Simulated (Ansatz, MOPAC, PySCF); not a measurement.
Molecule: BF (charge +1, doublet). SMILES: [F+][B]
Coordinates optimised at B3LYP-D3(BJ)/def2-TZVP (Ansatz, a quantum-chemistry and plane-wave program):
```
B
F 1 1.2149
```
Charge +1, spin multiplicity 2.

Property: vertical ionisation energy to the singlet, in eV. Terms: six Cartesian d functions in 6-31G* and its kin unless marked 5d; UHF or UKS for open shells; non-relativistic; spin-orbit terms left out; each state is the SCF solution reached for its charge and spin; 6-311+G** with 5d; valence correlation only. CBS marks a two-point X^-3 extrapolation of the correlation energy; Hartree-Fock from the larger set. First-principles rows: single points at B3LYP-D3(BJ) geometries (Ansatz). Semi-empirical rows: differences of heats of formation at the shared geometry for vertical values.

Coupled cluster (Ansatz) is a level with limits of its own, used here on species with T1 under 0.025 (0.045 for open shells) and stable references: CCSD(T)/CBS(aug-cc-pVTZ,aug-cc-pVQZ).

Value to compare with, CCSD(T)/CBS(aug-cc-pVTZ,aug-cc-pVQZ) (Ansatz): 23.33 eV.

```
level               program  vertical ionisation energy to the singlet (eV)  difference
------------------  -------  ----------------------------------------------  ----------
MNDO                  MOPAC                                           22.58       -0.75
HF/6-311+G**         Ansatz                                           23.52        0.19
PBE/6-31G*           Ansatz                                           23.31       -0.02
B3LYP/STO-3G         Ansatz                                           22.96       -0.37
B3LYP/3-21G          Ansatz                                           23.56        0.23
B3LYP/6-31G*         Ansatz                                           23.56        0.23
B3LYP/6-311+G**      Ansatz                                           23.58        0.25
M06-2X/6-31G* (5d)    PySCF                                           23.52        0.19
MP2/6-311+G**        Ansatz                                           23.16       -0.17
PBE/def2-TZVPD       Ansatz                                           23.29       -0.04
PBE0/def2-TZVPD      Ansatz                                           23.47        0.14
wB97M-V/def2-TZVPD   Ansatz                                           23.14       -0.19
```

Among the 9 habitual levels, MNDO lies farthest from CCSD(T)/CBS(aug-cc-pVTZ,aug-cc-pVQZ) (Ansatz) (-0.75 eV) and PBE/6-31G* nearest (-0.02); 5 of 9 lie above it, and their mean absolute difference is 0.27 eV, the median 0.23. One case shows no general order.

The levels are drawn from those run, B3LYP/6-31G* more often than the rest, none by its result; left out are runs that failed, that the program found above a lower state of the same kind, or whose <S^2> lies over 0.5 above the pure value.
